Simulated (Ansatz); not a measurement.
ZnTe2⁻. Charge -1, multiplicity 2. Geometry B3LYP-D4/def2-TZVP, that of the neutral singlet; atoms count from 1.

Cartesian coordinates in Å:
```
Zn 0.190 -1.212 0.500
Te -0.247 1.160 1.151
Te 0.057 0.052 -1.651
```

In the def2 sets Te takes a core potential; there is no spin–orbit coupling. The structure comes from a short search, and lower isomers may exist.

(1) Estimate the Mulliken populations from the PBE0/def2-TZVPD orbitals of Ansatz.

(2) Where does the spin sit?

(3) And the Mayer bond orders between bonded heavy atoms (over 0.3)?

Results:

(1) 
| atom | charge (e) | spin (α − β) | d electrons |
| --- | --- | --- | --- |
| Zn1 | -0.21 | 0.75 | 10.04 |
| Te2 | -0.39 | 0.12 | – |
| Te3 | -0.39 | 0.12 | – |
Mulliken values and Mayer orders depend strongly on the basis. With diffuse functions, as here, like atoms can get unlike values, and bond orders can come out too low or too high.

(2) Summed by element: Zn 0.75, Te 0.25, of 1 unpaired in all. Largest on single atoms: Zn1 0.75, Te2 0.12, Te3 0.12.

(3) Zn1–Te2 1.02 (2.50 Å); Zn1–Te3 1.02 (2.50 Å); Te2–Te3 0.91 (3.03 Å).
